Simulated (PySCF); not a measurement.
Input of a run (PBE0-D3(BJ)/def2-SVP geometry optimisation, gas phase (PySCF 2.14.0)), started from a GFN2-xTB structure with every atom displaced at random (by about 0.01 Å):
```
{"job": {"xc": "PBE0", "basis": "def2-SVP", "d3": "d3bj", "grid": 1, "shake": 0.01, "kind": "geom"}, "charge": 0, "multiplicity": 1}
C     -2.363820    -0.787080    -0.072220
O     -1.075150    -0.333940     0.132690
Si    -0.280690     0.870050    -0.582590
Cl    -0.348240     0.690680    -2.572410
O      1.258030     0.724050    -0.105790
Si     2.654640    -0.050490     0.187060
H     -3.079500    -0.056990     0.367000
H     -2.480860    -1.728310     0.398910
H     -2.601290    -0.847180    -1.124060
H     -0.687710     2.194870    -0.154300
H      3.109020    -0.631010    -1.065680
H      2.406190    -1.088010     1.195040
H      3.495170     1.026490     0.663540
```

Output (energies in Eh, forces in Eh/bohr):
```
step   0  E = -1231.03014303  max force = 0.036009
step   1  E = -1231.04068825  max force = 0.004796
step   2  E = -1231.04091096  max force = 0.003242
step   3  E = -1231.04100761  max force = 0.002002
step   4  E = -1231.04107807  max force = 0.002117
step   5  E = -1231.04117228  max force = 0.002471
step   6  E = -1231.04128229  max force = 0.003191
step   7  E = -1231.04136984  max force = 0.003502
step   8  E = -1231.04143599  max force = 0.002056
step   9  E = -1231.04150777  max force = 0.001583
step  10  E = -1231.04153721  max force = 0.001681
step  11  E = -1231.04162126  max force = 0.001737
step  12  E = -1231.04164074  max force = 0.001449
step  13  E = -1231.04168318  max force = 0.001231
step  14  E = -1231.04168962  max force = 0.000472
step  15  E = -1231.04168940  max force = 0.000138
optimisation converged
```

Question: Summarise the run.

Answer: The energy falls by 30.3 kJ/mol over 16 energy and gradient evaluations, the largest force component goes from 0.0360 to 1.4e-04 Eh/bohr, and the atoms move by 0.422 Å rms after alignment. The bond that changes most is Si3–Cl4 (chlorine-bound silicon to silicon-bound chlorine), which lengthens by 0.068 Å. Bonds longer at the end by more than 0.005 Å: 11 of 12; shorter: 1. Among the angles that change most is Si3–O5–Si6, from 156.1° to 138.1°. Among the dihedrals that turn most is Si3–O5–Si6–H12, from -61° to -81°. The energy never rose by more than 1e-6 Eh on the way. The first step brought 91 % of the lowering.

Question: What are the final bond lengths?

Answer: C1–O2 1.403 Å, O2–Si3 1.643 Å, Si3–Cl4 2.067 Å, Si3–O5 1.633 Å, O5–Si6 1.672 Å, C1–H7 1.104 Å, C1–H8 1.100 Å, C1–H9 1.103 Å, Si3–H10 1.477 Å, Si6–H11 1.492 Å, Si6–H12 1.491 Å, Si6–H13 1.488 Å. Numbering counts from 1 in the input's order; the species is `CO[Si@H](Cl)O[SiH3]`.

The run used 131 basis functions and 103 SCF cycles in all.

No PBE0-D3(BJ)/def2-SVP frequencies stand behind this structure, so it isn't proved a minimum. The numbers are those of one conformer.
